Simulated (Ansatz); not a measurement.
`BN=C` + `[SiH3][GeH3]` → `B[SiH2][GeH3]` + `C=N` at 400 K and 1 bar (formal exchange of groups at a B–N bond).

Calculated with Ansatz (gas phase, PBE0-D4/def2-TZVP geometries, no zero-point term in ΔE). CBS: MP2 limit from def2 TZ/QZ plus the TZ coupled-cluster correction, frozen cores. This one scheme is used for every species. For Ge outer-core shells are correlated without core-valence functions, which leaves a few kJ/mol of doubt a bond. Scalar relativity is left out up to krypton.

```csv
species,CCSD(T)/CBS energy (Eh),H − E (kJ/mol),S (J/(mol·K))
`BN=C`,-119.93970,154.7,272.9
`[SiH3][GeH3]`,-2368.78170,150.2,319.5
`B[SiH2][GeH3]`,-2394.14795,190.6,380.6
`C=N`,-94.52360,119.4,238.9
```

H − E and S are ideal-gas, rigid-rotor, harmonic terms from PBE0-D4/def2-TZVP. 1 Eh = 2625.50 kJ/mol, R = 8.31446 J/(mol·K).

Q: By hand: ΔE, ΔH, ΔS and ΔG.

A: ΔE = (-2394.14795) + (-94.52360) − (-119.93970) − (-2368.78170) = 0.04985 Eh = 130.9 kJ/mol. Δ(H − E) = 190.6 + 119.4 − 154.7 − 150.2 = 5.1, so ΔH = 136.0 kJ/mol. ΔS = 380.6 + 238.9 − 272.9 − 319.5 = 27.1 J/(mol·K). ΔG = 136.0 − 400 × (27.1)/1000 = 125.2 kJ/mol.

Q: By hand: the equilibrium constant, and the temperature at which ΔG would vanish if ΔH and ΔS stayed fixed.

A: log₁₀ K = −ΔG/(RT ln 10) = -16.3. ΔG = 0 at ΔH/ΔS = 5018 K, far beyond where these terms or the molecules hold.

ΔH outweighs TΔS. A doubt of 5 kJ/mol in ΔE shifts log₁₀ K by 0.7 here. These are equilibria of isolated gas molecules and say nothing of rates. Largest T1 diagnostic: 0.016 (customary marks: 0.02 for closed shells, 0.045 for open ones).
